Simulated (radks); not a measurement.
Charge is removed step by step from the 5d down level of the iridium ion Ir+, starting from [Xe] 4f14 5d(up 5, down 2) 6s1. Method: scalar-relativistic Kohn-Sham, PBE, spin-polarised, spherical densities, finite nucleus; open shells are filled with parallel spins first (spin-orbit coupling, left out, can overturn this in heavy ions); Fermi nuclear charge, rms radius 5.4032 fm; computed with a radial shooting solver on a logarithmic mesh with Libxc functionals.

\begin{tabular}{lrrr}
removed (e) & E - E(0) (eV) & eigenvalue (eV) & E minus straight line (eV) \\ \hline
0 & 0.000 & -13.914 & 0.000 \\
0.125 & 1.820 & -15.204 & -0.587 \\
0.25 & 3.802 & -16.517 & -1.012 \\
0.375 & 5.949 & -17.850 & -1.271 \\
0.5 & 8.265 & -19.204 & -1.363 \\
0.625 & 10.751 & -20.578 & -1.284 \\
0.75 & 13.409 & -21.971 & -1.032 \\
0.875 & 16.243 & -23.383 & -0.605 \\
1 & 19.255 & -24.813 & 0.000 \\
\end{tabular}

Removing the whole electron costs 19.255 eV by Delta-SCF, against 13.914 eV from minus the eigenvalue at the starting occupation. Slater's transition state (half an electron removed) gives 19.204 eV. Integrating minus the eigenvalue over the occupation (Janak's theorem) gives 19.257 eV. In this scalar-relativistic scheme the density is built from large components alone, so the theorem holds only approximately. The mean slope of the eigenvalue, de/dn, is 10.9 eV per electron.
